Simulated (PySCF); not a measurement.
Record of a relaxation.

Compound: C7H4Cl3FO2.
Atom-mapped SMILES: `[O:1]=[C:2]1[CH2:3][C:4](=[O:5])[C:6]([C:7]([Cl:8])([Cl:9])[Cl:10])=[C:11]1[CH2:12][F:13]` (hydrogens: H14, H15 on C3; H16, H17 on C12)

Method: PySCF 2.14.0, PBE0-D3(BJ)/def2-SVP geometry optimisation, gas phase; density fitting, grid level 1; the optimiser is geomeTRIC in internal coordinates, started from a GFN2-xTB structure with every atom displaced at random (about 0.01 Å). 10 of its 15 geometries are shown. The frame can shift and turn from step to step; on so coarse a grid that alone can change the energy by a few meV, and forces under 0.02 eV/Å are noise.

Step 0: E = -51652.0459 eV, largest atomic force 3.590 eV/Å
```
atom  x, y, z in Å  |  force x, y, z in eV/Å
O1     -2.769    0.137   -0.408   -3.295   1.426  -0.016
C2     -1.669   -0.257   -0.389    3.022  -1.485  -0.026
C3     -1.199   -1.631   -0.772    1.296   0.047   0.631
C4      0.321   -1.634   -0.396   -2.769   0.702  -0.255
O5      1.006   -2.596   -0.372    1.024  -0.990   0.087
C6      0.640   -0.219   -0.015    0.697  -0.130  -0.025
C7      2.058    0.140    0.316    0.151   0.327   0.490
Cl8     2.406    1.870    0.059   -0.056   0.023   0.006
Cl9     3.199   -0.759   -0.676    0.250  -0.080  -0.238
Cl10    2.332   -0.273    2.045   -0.099   0.053  -0.198
C11    -0.476    0.532    0.057    0.032   0.451  -0.011
C12    -0.678    1.940    0.511   -0.647   0.335  -0.423
F13    -0.057    2.211    1.668    0.783   0.004   1.063
H14    -1.748   -2.410   -0.237   -0.077  -0.169   0.114
H15    -1.308   -1.820   -1.833   -0.118  -0.078  -0.640
H16    -1.755    2.109    0.693   -0.033  -0.157  -0.412
H17    -0.319    2.671   -0.241   -0.161  -0.279  -0.146
```

Step 2: E = -51652.2243 eV, largest atomic force 0.340 eV/Å
```
atom  x, y, z in Å  |  force x, y, z in eV/Å
O1     -2.743    0.151   -0.430    0.218  -0.065  -0.014
C2     -1.608   -0.257   -0.393   -0.328   0.082   0.040
C3     -1.122   -1.633   -0.758    0.008  -0.109  -0.024
C4      0.336   -1.622   -0.363   -0.155   0.052  -0.024
O5      1.074   -2.564   -0.290   -0.141  -0.027   0.019
C6      0.685   -0.190   -0.019    0.177  -0.020   0.072
C7      2.121    0.136    0.282    0.047   0.021  -0.117
Cl8     2.482    1.871    0.197   -0.126   0.067   0.080
Cl9     3.163   -0.662   -0.931    0.075   0.126   0.009
Cl10    2.494   -0.489    1.902    0.003   0.018   0.030
C11    -0.437    0.566    0.054    0.087  -0.127  -0.018
C12    -0.698    1.959    0.530    0.059   0.017   0.068
F13    -0.142    2.184    1.759    0.071  -0.031  -0.072
H14    -1.687   -2.423   -0.241   -0.011   0.009   0.004
H15    -1.223   -1.817   -1.841   -0.007   0.007   0.001
H16    -1.790    2.085    0.605   -0.011  -0.010  -0.058
H17    -0.306    2.694   -0.192    0.033  -0.011   0.001
```

Step 3: E = -51652.2415 eV, largest atomic force 0.174 eV/Å
```
atom  x, y, z in Å  |  force x, y, z in eV/Å
O1     -2.741    0.159   -0.429    0.088  -0.031  -0.020
C2     -1.611   -0.258   -0.394   -0.166   0.035   0.039
C3     -1.132   -1.636   -0.761   -0.004  -0.044  -0.011
C4      0.326   -1.632   -0.366   -0.064   0.032  -0.024
O5      1.052   -2.583   -0.297   -0.010  -0.017   0.021
C6      0.689   -0.202   -0.021    0.071  -0.025   0.040
C7      2.118    0.148    0.286    0.041  -0.043  -0.110
Cl8     2.441    1.892    0.199   -0.048   0.051   0.055
Cl9     3.186   -0.628   -0.918    0.001   0.057   0.027
Cl10    2.494   -0.463    1.911   -0.001   0.012   0.014
C11    -0.432    0.554    0.051    0.028  -0.022   0.000
C12    -0.682    1.948    0.528    0.008   0.034   0.040
F13    -0.120    2.167    1.755    0.054  -0.022  -0.022
H14    -1.700   -2.423   -0.244    0.000   0.002   0.009
H15    -1.234   -1.820   -1.843   -0.004   0.006  -0.008
H16    -1.772    2.083    0.606   -0.009  -0.008  -0.051
H17    -0.284    2.681   -0.194    0.018  -0.017   0.002
```

Step 5: E = -51652.2464 eV, largest atomic force 0.076 eV/Å
```
atom  x, y, z in Å  |  force x, y, z in eV/Å
O1     -2.744    0.157   -0.430   -0.047   0.044   0.004
C2     -1.617   -0.262   -0.388    0.051  -0.056   0.005
C3     -1.140   -1.643   -0.753    0.013   0.051   0.004
C4      0.322   -1.634   -0.366   -0.034  -0.044   0.008
O5      1.044   -2.589   -0.298    0.066   0.007   0.002
C6      0.690   -0.207   -0.020   -0.003   0.015  -0.013
C7      2.118    0.156    0.281    0.004  -0.003  -0.006
Cl8     2.419    1.908    0.239   -0.013   0.002   0.008
Cl9     3.189   -0.577   -0.941   -0.027  -0.013  -0.007
Cl10    2.512   -0.480    1.894   -0.004  -0.013   0.000
C11    -0.433    0.548    0.054    0.000  -0.006  -0.006
C12    -0.673    1.946    0.524   -0.018   0.011  -0.028
F13    -0.122    2.159    1.755   -0.003   0.000   0.018
H14    -1.704   -2.429   -0.230    0.008   0.001   0.007
H15    -1.247   -1.827   -1.834   -0.005  -0.001  -0.003
H16    -1.763    2.094    0.581    0.004   0.003  -0.002
H17    -0.254    2.668   -0.197    0.009   0.002   0.010
```

Step 6: E = -51652.2478 eV, largest atomic force 0.082 eV/Å
```
atom  x, y, z in Å  |  force x, y, z in eV/Å
O1     -2.743    0.161   -0.428   -0.051  -0.006  -0.014
C2     -1.617   -0.263   -0.386    0.073  -0.019   0.032
C3     -1.138   -1.644   -0.747   -0.020   0.021  -0.005
C4      0.324   -1.634   -0.363   -0.001  -0.012   0.006
O5      1.051   -2.585   -0.296    0.018   0.005  -0.009
C6      0.690   -0.206   -0.019   -0.006   0.019  -0.004
C7      2.120    0.154    0.276   -0.009   0.015   0.017
Cl8     2.420    1.907    0.256   -0.018  -0.009   0.017
Cl9     3.179   -0.563   -0.963   -0.007  -0.018  -0.015
Cl10    2.523   -0.502    1.879    0.001  -0.004  -0.013
C11    -0.433    0.548    0.055    0.017   0.011  -0.004
C12    -0.675    1.947    0.522   -0.028   0.017  -0.033
F13    -0.142    2.159    1.761    0.019  -0.004   0.020
H14    -1.700   -2.429   -0.221    0.000  -0.001   0.003
H15    -1.249   -1.830   -1.828   -0.003  -0.009  -0.001
H16    -1.766    2.099    0.565    0.004  -0.002  -0.010
H17    -0.245    2.669   -0.193    0.011  -0.002   0.013
```

Step 8: E = -51652.2534 eV, largest atomic force 0.137 eV/Å
```
atom  x, y, z in Å  |  force x, y, z in eV/Å
O1     -2.747    0.146   -0.398    0.018  -0.053   0.002
C2     -1.618   -0.272   -0.355   -0.005   0.039   0.004
C3     -1.135   -1.654   -0.707   -0.027  -0.005  -0.015
C4      0.336   -1.625   -0.364    0.051  -0.015   0.024
O5      1.088   -2.559   -0.331   -0.072   0.023  -0.049
C6      0.689   -0.194   -0.015   -0.013  -0.018   0.030
C7      2.125    0.150    0.258   -0.044   0.077   0.104
Cl8     2.425    1.896    0.413   -0.019  -0.040   0.001
Cl9     3.115   -0.441   -1.095    0.065  -0.016  -0.064
Cl10    2.597   -0.660    1.771    0.012   0.018  -0.025
C11    -0.436    0.555    0.061    0.013   0.018  -0.021
C12    -0.686    1.963    0.502    0.000  -0.002  -0.029
F13    -0.248    2.166    1.780    0.019  -0.002   0.012
H14    -1.671   -2.438   -0.153   -0.013   0.004  -0.001
H15    -1.277   -1.855   -1.782    0.004  -0.024   0.012
H16    -1.773    2.136    0.460    0.000  -0.004   0.002
H17    -0.183    2.673   -0.175    0.011  -0.002   0.013
```

Step 9: E = -51652.2567 eV, largest atomic force 0.052 eV/Å
```
atom  x, y, z in Å  |  force x, y, z in eV/Å
O1     -2.754    0.132   -0.359    0.037  -0.034   0.002
C2     -1.623   -0.279   -0.332   -0.013   0.017  -0.004
C3     -1.139   -1.660   -0.685   -0.014   0.012  -0.021
C4      0.341   -1.621   -0.383    0.033   0.005   0.017
O5      1.103   -2.546   -0.405   -0.026   0.011  -0.024
C6      0.689   -0.193   -0.010   -0.026  -0.035   0.024
C7      2.126    0.156    0.256   -0.024   0.008   0.046
Cl8     2.411    1.889    0.513    0.007   0.005  -0.018
Cl9     3.088   -0.347   -1.156    0.035   0.005  -0.032
Cl10    2.648   -0.731    1.707   -0.006  -0.009  -0.013
C11    -0.437    0.554    0.063    0.002   0.036  -0.005
C12    -0.685    1.967    0.491    0.009  -0.009   0.001
F13    -0.305    2.157    1.792   -0.008   0.000   0.001
H14    -1.656   -2.444   -0.111   -0.006   0.009   0.009
H15    -1.311   -1.872   -1.753    0.005  -0.024   0.004
H16    -1.765    2.158    0.398    0.000   0.002   0.013
H17    -0.132    2.668   -0.155   -0.007   0.002   0.000
```

Step 11: E = -51652.2574 eV, largest atomic force 0.043 eV/Å
```
atom  x, y, z in Å  |  force x, y, z in eV/Å
O1     -2.756    0.119   -0.333   -0.007   0.012  -0.011
C2     -1.622   -0.284   -0.319    0.003  -0.012   0.007
C3     -1.139   -1.665   -0.669    0.007   0.009  -0.030
C4      0.348   -1.615   -0.406   -0.017   0.008   0.006
O5      1.119   -2.530   -0.482    0.026  -0.008  -0.002
C6      0.690   -0.192   -0.009   -0.004   0.003   0.001
C7      2.127    0.162    0.251    0.013  -0.027  -0.031
Cl8     2.400    1.881    0.593    0.007   0.011   0.005
Cl9     3.067   -0.255   -1.209   -0.016   0.004   0.020
Cl10    2.691   -0.794    1.640   -0.003   0.000   0.000
C11    -0.437    0.555    0.065    0.006   0.001   0.006
C12    -0.688    1.968    0.494   -0.006  -0.003   0.023
F13    -0.360    2.140    1.812   -0.002   0.001  -0.010
H14    -1.637   -2.442   -0.069    0.007   0.004   0.013
H15    -1.336   -1.899   -1.728   -0.006  -0.006   0.004
H16    -1.763    2.168    0.363   -0.001   0.000   0.002
H17    -0.104    2.669   -0.122   -0.006   0.002  -0.002
```

Step 12: E = -51652.2576 eV, largest atomic force 0.035 eV/Å
```
atom  x, y, z in Å  |  force x, y, z in eV/Å
O1     -2.755    0.117   -0.336   -0.016   0.015  -0.012
C2     -1.621   -0.285   -0.320    0.011  -0.012   0.007
C3     -1.136   -1.666   -0.669    0.010   0.004  -0.020
C4      0.351   -1.612   -0.413   -0.015   0.002  -0.002
O5      1.125   -2.523   -0.501    0.018  -0.005   0.001
C6      0.691   -0.190   -0.009   -0.003   0.011  -0.004
C7      2.128    0.164    0.249    0.015  -0.015  -0.029
Cl8     2.398    1.880    0.610    0.001   0.005   0.006
Cl9     3.062   -0.233   -1.220   -0.015   0.003   0.020
Cl10    2.701   -0.806    1.624    0.000   0.000   0.003
C11    -0.437    0.555    0.066    0.000  -0.006   0.011
C12    -0.692    1.966    0.500   -0.006   0.003   0.014
F13    -0.373    2.134    1.820    0.004  -0.001  -0.004
H14    -1.629   -2.439   -0.060    0.008   0.001   0.009
H15    -1.340   -1.909   -1.724   -0.009  -0.001   0.003
H16    -1.767    2.166    0.363   -0.001  -0.003  -0.001
H17    -0.106    2.670   -0.110   -0.003  -0.001  -0.002
```

Step 14: E = -51652.2582 eV, largest atomic force 0.022 eV/Å
```
atom  x, y, z in Å  |  force x, y, z in eV/Å
O1     -2.752    0.114   -0.365   -0.003   0.001  -0.004
C2     -1.618   -0.289   -0.334    0.009   0.001   0.003
C3     -1.127   -1.668   -0.680    0.003  -0.003   0.009
C4      0.363   -1.603   -0.437    0.011  -0.009  -0.009
O5      1.145   -2.506   -0.543   -0.012   0.006   0.003
C6      0.693   -0.185   -0.015    0.002   0.008  -0.011
C7      2.128    0.174    0.246   -0.004   0.022   0.004
Cl8     2.387    1.889    0.628   -0.002  -0.011  -0.002
Cl9     3.063   -0.199   -1.227    0.003  -0.001  -0.005
Cl10    2.708   -0.807    1.610    0.001  -0.003   0.005
C11    -0.440    0.552    0.072   -0.014  -0.009   0.013
C12    -0.707    1.954    0.527    0.001   0.004  -0.014
F13    -0.374    2.110    1.844    0.005  -0.001   0.010
H14    -1.603   -2.434   -0.050    0.002  -0.004  -0.005
H15    -1.345   -1.929   -1.728   -0.005   0.004  -0.001
H16    -1.785    2.142    0.404    0.000  -0.002   0.002
H17    -0.138    2.673   -0.081    0.002  -0.002   0.002
```

Task: Summarise the path.

Result: The energy falls by 4.90 kcal/mol from step 0 to step 14; nine tenths of that is first reached at step 3. It rises by more than 0.2 meV at step 2. The largest force goes from 3.590 to 0.022 eV/Å. Among the bonds C3–C4 changes most, from 1.566 to 1.511 Å; the atoms move by 0.315 Å rms after alignment.

Task: Follow the three bonds and two angles with the largest change from start to end.

Result: 
```
step  E above end (kcal/mol)  largest force (eV/Å)  C3–C4 (Å)  O1=C2 (Å)  C12–F13 (Å)  O5–C4–C6 (°)  C6–C7–Cl9 (°)
   0                    4.90                 3.590      1.566      1.168        1.340         129.7          111.5
   1                    0.60                 0.768      1.512      1.213        1.373         125.8          109.5
   2                    0.78                 0.340      1.511      1.207        1.367         126.0          108.9
   3                    0.39                 0.174      1.511      1.206        1.367         126.2          109.2
   4                    0.30                 0.086      1.513      1.204        1.366         125.9          109.4
   5                    0.27                 0.076      1.512      1.203        1.366         126.3          109.5
   6                    0.24                 0.082      1.512      1.204        1.366         126.1          109.4
   7                    0.17                 0.135      1.510      1.204        1.366         125.7          108.9
   8                    0.11                 0.137      1.510      1.204        1.367         125.7          108.5
   9                    0.04                 0.052      1.511      1.204        1.368         125.8          108.1
  10                    0.03                 0.035      1.510      1.204        1.369         125.9          107.9
  11                    0.02                 0.043      1.511      1.204        1.369         126.0          107.9
  12                    0.02                 0.035      1.511      1.204        1.369         126.0          107.8
  13                    0.01                 0.024      1.510      1.204        1.368         125.9          107.9
  14                    0.00                 0.022      1.511      1.204        1.368         125.9          107.9
```

The cost below is that of the whole optimisation. On 2 threads of an Intel Xeon Platinum 8488C, no GPU, shared host, this took 6.6 min wall, 15 min CPU and 1.3 GiB of memory at its peak.
